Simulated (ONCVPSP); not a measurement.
## Which change was made? (Pt, ONCV)

* Element: platinum (Pt)
* Generator: ONCVPSP 4.0.1
* Type: optimised norm-conserving Vanderbilt (ONCV)
* Functional: LDA (Perdew-Wang 92)
* Relativity: fully relativistic
* Frozen core: [Kr] 4d10 4f14
* Valence charge: 18
* Reference configuration: 5s2 5p6 5d7 (charge +3)
* Partial waves: 5s: rc 1.55 bohr, ncon 4, nbas 8, qcut 9.9 1/bohr, 2 projectors, debl 1.8 Ha; 5p: rc 1.45 bohr, ncon 4, nbas 8, qcut 11.3 1/bohr, 3 projectors, debl 1.1 Ha; 5d: rc 2.10 bohr, ncon 4, nbas 9, qcut 7.3 1/bohr, 2 projectors, debl 1.8 Ha
* Local potential: polynomial inside 1.05 bohr (lpopt 5, dvloc0 3 Ha)
* Core correction: Teter function, fcfact 2.75, rcfact 1.55

Open shells are filled in proportion to 2j + 1.

In the s channel the program set the typed energies aside and used -5.040, 0.050 Ha. In the p channel the program set the typed energies aside and used -3.194, 0.250, 1.350 Ha (j = l + 1/2; the other j can differ).

Cutoffs, loose and tight: the cutoffs (Ha) at which the residual kinetic energy of the hardest occupied pseudo-wave falls to 1 and 0.1 mHa per electron. They do not see the model core or the augmentation charge, which bear on the density cutoff. Test errors are all-electron minus pseudo excitation energies from the reference, over the configurations 5s2 5p6 5d9 6s1; 5s2 5p6 5d9; 5s2 5p6 5d8; 5s2 5p6 5d10; variants that change the core or the reference have their own tests. The largest error is taken over the tests solved by every variant that gives reliable tests at all, those not shown here included: 5s2 5p6 5d8; 5s2 5p6 5d9; 5s2 5p6 5d9 6s1.

The base gives: outcome: generated, projector energies reset by the program; cutoff, loose: 38 Ha; cutoff, tight: 45 Ha; bound ghosts: none; GHOST(+) flags above zero: s, p3/2, d3/2; largest test error (meV): -1.3.

**Question.** After one change the result is: outcome: failed: ERROR pspot: first pseudo wave function has node, program will stop. Which change was it?
A. p: qcut 14.5
B. p: qcut 16.8
C. p: qcut 13.2

**Answer.** C. The others give: p: qcut 16.8 → outcome: generated, projector energies reset by the program; cutoff, loose: 80 Ha; cutoff, tight: 90 Ha; bound ghosts: none; GHOST(+) flags above zero: s, p3/2, p1/2, d3/2; largest test error (meV): -2.6 | p: qcut 14.5 → outcome: generated, projector energies reset by the program; cutoff, loose: 53 Ha; cutoff, tight: 71 Ha; bound ghosts: p3/2; GHOST(+) flags above zero: s, d3/2; largest test error (meV): -1.4.
